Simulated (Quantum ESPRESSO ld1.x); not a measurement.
The run below uses ld1.x (Quantum ESPRESSO 7.5).

```
 &input
    atom='Nd',
    iswitch=1,
    rel=2,
    dft='PBESOL',
    config='[Xe] 4f3 6s2 5d0 6p0 7s0',
    rel_dist='average',
    verbosity='high',
    lsmall=.true.,
    prefix='ld1',
    max_out_wfc=37,
    file_charge='ld1.rho',
 /
```

It prints (banner and zero overlaps left out):

```
     Program LD1 v.7.5 starts

     --------------------------- All-electron run ----------------------------

     dirac relativistic calculation

     atomic number is 60.00
     dft =PBESOL   lsd =0 sic =0 latt =0  beta=0.20 tr2=1.0E-14
     Exchange-correlation= PBESOL
                           (   1   4  10   8   0   0   0)
     mesh =2089 r(mesh) = 100.44953 a.u. xmin = -8.00 dx = 0.00800
     1 Ry =  13.60569312 eV, c = 137.03599908

     n l j   nl                  e(Ry)          e(Ha)          e(eV)
     Spin orbit split results
     1 0 0.5 1S 1( 2.00)   -3186.790841306   -1593.395420653 -43358.4982340
     2 0 0.5 2S 1( 2.00)    -516.164048677    -258.082024338  -7022.7696474
     2 1 0.5 2P 1( 2.00)    -488.406120971    -244.203060485  -6645.1038013
     2 1 1.5 2P 1( 4.00)    -450.210380294    -225.105190147  -6125.4242751
     3 0 0.5 3S 1( 2.00)    -112.891548083     -56.445774042  -1535.9677594
     3 1 0.5 3P 1( 2.00)    -101.039241848     -50.519620924  -1374.7089180
     3 1 1.5 3P 1( 4.00)     -93.417118688     -46.708559344  -1271.0046493
     4 0 0.5 4S 1( 2.00)     -23.329515809     -11.664757905   -317.4142328
     4 1 0.5 4P 1( 2.00)     -18.853384532      -9.426692266   -256.5133643
     4 1 1.5 4P 1( 4.00)     -17.187658274      -8.593829137   -233.8500040
     3 2 1.5 3D 1( 4.00)     -72.765969470     -36.382984735   -990.0314504
     3 2 2.5 3D 1( 6.00)     -71.118265077     -35.559132539   -967.6132901
     5 0 0.5 5S 1( 2.00)      -3.822184590      -1.911092295    -52.0034706
     5 1 0.5 5P 1( 2.00)      -2.583723079      -1.291861540    -35.1533433
     5 1 1.5 5P 1( 4.00)      -2.338888092      -1.169444046    -31.8221936
     4 2 1.5 4D 1( 4.00)      -9.824755561      -4.912377780   -133.6726092
     4 2 2.5 4D 1( 6.00)      -9.528888609      -4.764444305   -129.6471342
     4 3 2.5 4F 1( 1.29)      -1.144167291      -0.572083646    -15.5671890
     4 3 3.5 4F 1( 1.71)      -1.110463039      -0.555231519    -15.1086193
     6 0 0.5 6S 1( 2.00)      -0.714738053      -0.357369026     -9.7245066
     5 2 1.5 5D 1( 0.00)      -0.753521396      -0.376760698    -10.2521809
     5 2 2.5 5D 1( 0.00)      -0.732277336      -0.366138668     -9.9631407
     6 1 0.5 6P 1( 0.00)      -0.477239057      -0.238619528     -6.4931682
     6 1 1.5 6P 1( 0.00)      -0.449204840      -0.224602420     -6.1117432
     7 0 0.5 7S 1( 0.00)      -0.213410341      -0.106705171     -2.9035956
     Averaged results
     1 0     1S 1( 2.00)   -3186.790841306   -1593.395420653 -43358.4982340
     2 0     2S 1( 2.00)    -516.164048677    -258.082024338  -7022.7696474
     2 1     2P 1( 6.00)    -462.942293853    -231.471146926  -6298.6507838
     3 0     3S 1( 2.00)    -112.891548083     -56.445774042  -1535.9677594
     3 1     3P 1( 6.00)     -95.957826408     -47.978913204  -1305.5727389
     4 0     4S 1( 2.00)     -23.329515809     -11.664757905   -317.4142328
     4 1     4P 1( 6.00)     -17.742900360      -8.871450180   -241.4044574
     3 2     3D 1(10.00)     -71.777346834     -35.888673417   -976.5805542
     5 0     5S 1( 2.00)      -3.822184590      -1.911092295    -52.0034706
     5 1     5P 1( 6.00)      -2.420499755      -1.210249877    -32.9325769
     4 2     4D 1(10.00)      -9.647235390      -4.823617695   -131.2573242
     4 3     4F 1( 3.00)      -1.124907718      -0.562453859    -15.3051492
     6 0     6S 1( 2.00)      -0.714738053      -0.357369026     -9.7245066
     5 2     5D 1( 0.00)      -0.740774960      -0.370387480    -10.0787568
     6 1     6P 1( 0.00)      -0.458549579      -0.229274790     -6.2388849
     7 0     7S 1( 0.00)      -0.213410341      -0.106705171     -2.9035956

     final scf error:  3.9E-15 reached in  24 iterations

     Etot =  -19252.109307 Ry,   -9626.054653 Ha, -261938.291201 eV

     Ekin =   20763.147670 Ry,   10381.573835 Ha,  282497.015468 eV
     Encl =  -46988.287143 Ry,  -23494.143571 Ha, -639308.215239 eV
     Eh   =    7410.959089 Ry,    3705.479544 Ha,  100831.235106 eV
     Exc  =    -437.928923 Ry,    -218.964461 Ha,   -5958.326536 eV

     normalization and overlap integrals

     s(1S/1S) =  1.000000  <r> =   0.0236  <r2> =    0.0008  r(max) =   0.0151
     LC norm =  0.95048623 + SC norm =  0.04951377 =  1.00000000
     s(2S/2S) =  1.000000  <r> =   0.1005  <r2> =    0.0120  r(max) =   0.0852
     LC norm =  0.98918728 + SC norm =  0.01081272 =  1.00000000
     s(2P/2P) =  1.000000  <r> =   0.0842  <r2> =    0.0088  r(max) =   0.0655
     LC norm =  0.98914294 + SC norm =  0.01085706 =  1.00000000
     s(2P/2P) =  1.000000  <r> =   0.0907  <r2> =    0.0100  r(max) =   0.0703
     LC norm =  0.98984052 + SC norm =  0.01015948 =  1.00000000
     s(3S/3S) =  1.000000  <r> =   0.2661  <r2> =    0.0810  r(max) =   0.2431
     LC norm =  0.99664902 + SC norm =  0.00335098 =  1.00000000
     s(3P/3P) =  1.000000  <r> =   0.2557  <r2> =    0.0760  r(max) =   0.2317
     LC norm =  0.99670692 + SC norm =  0.00329308 =  1.00000000
     s(3P/3P) =  1.000000  <r> =   0.2682  <r2> =    0.0834  r(max) =   0.2431
     LC norm =  0.99690036 + SC norm =  0.00309964 =  1.00000000
     s(4S/4S) =  1.000000  <r> =   0.6065  <r2> =    0.4152  r(max) =   0.5631
     LC norm =  0.99895112 + SC norm =  0.00104888 =  1.00000000
     s(4P/4P) =  1.000000  <r> =   0.6225  <r2> =    0.4410  r(max) =   0.5722
     LC norm =  0.99902058 + SC norm =  0.00097942 =  1.00000000
     s(4P/4P) =  1.000000  <r> =   0.6505  <r2> =    0.4813  r(max) =   0.5955
     LC norm =  0.99908610 + SC norm =  0.00091390 =  1.00000000
     s(3D/3D) =  1.000000  <r> =   0.2395  <r2> =    0.0676  r(max) =   0.1943
     LC norm =  0.99702013 + SC norm =  0.00297987 =  1.00000000
     s(3D/3D) =  1.000000  <r> =   0.2434  <r2> =    0.0697  r(max) =   0.1974
     LC norm =  0.99707620 + SC norm =  0.00292380 =  1.00000000
     s(5S/5S) =  1.000000  <r> =   1.4419  <r2> =    2.3347  r(max) =   1.3043
     LC norm =  0.99976642 + SC norm =  0.00023358 =  1.00000000
     s(5P/5P) =  1.000000  <r> =   1.6096  <r2> =    2.9317  r(max) =   1.4243
     LC norm =  0.99981211 + SC norm =  0.00018789 =  1.00000000
     s(5P/5P) =  1.000000  <r> =   1.6920  <r2> =    3.2407  r(max) =   1.4943
     LC norm =  0.99982876 + SC norm =  0.00017124 =  1.00000000
     s(4D/4D) =  1.000000  <r> =   0.6979  <r2> =    0.5650  r(max) =   0.6149
     LC norm =  0.99923729 + SC norm =  0.00076271 =  1.00000000
     s(4D/4D) =  1.000000  <r> =   0.7078  <r2> =    0.5810  r(max) =   0.6198
     LC norm =  0.99925473 + SC norm =  0.00074527 =  1.00000000
     s(4F/4F) =  1.000000  <r> =   0.9808  <r2> =    1.2515  r(max) =   0.6503
     LC norm =  0.99958885 + SC norm =  0.00041115 =  1.00000000
     s(4F/4F) =  1.000000  <r> =   0.9916  <r2> =    1.2814  r(max) =   0.6555
     LC norm =  0.99959521 + SC norm =  0.00040479 =  1.00000000
     s(6S/6S) =  1.000000  <r> =   3.7277  <r2> =   15.5332  r(max) =   3.3523
     LC norm =  0.99996244 + SC norm =  0.00003756 =  1.00000000
     s(5D/5D) =  1.000000  <r> =   2.5040  <r2> =    7.3477  r(max) =   1.9771
     LC norm =  0.99992057 + SC norm =  0.00007943 =  1.00000000
     s(5D/5D) =  1.000000  <r> =   2.5515  <r2> =    7.6290  r(max) =   2.0090
     LC norm =  0.99992348 + SC norm =  0.00007652 =  1.00000000
     s(6P/6P) =  1.000000  <r> =   4.4658  <r2> =   22.3536  r(max) =   3.9656
     LC norm =  0.99997356 + SC norm =  0.00002644 =  1.00000000
     s(6P/6P) =  1.000000  <r> =   4.6507  <r2> =   24.2329  r(max) =   4.1606
     LC norm =  0.99997521 + SC norm =  0.00002479 =  1.00000000
     s(7S/7S) =  1.000000  <r> =   8.2212  <r2> =   75.5116  r(max) =   7.7034
     LC norm =  0.99998958 + SC norm =  0.00001042 =  1.00000000

     LC charge = 58.74378584 + SC charge =  0.25621416 = 59.00000000

     ------------------------ End of All-electron run ------------------------
```

Run on one thread of a shared host, so times are rough (Intel(R) Xeon(R) Processor @ 2.60GHz): 0.8 s of CPU time, 0.83 s wall, 24 iterations on 2089 mesh points.
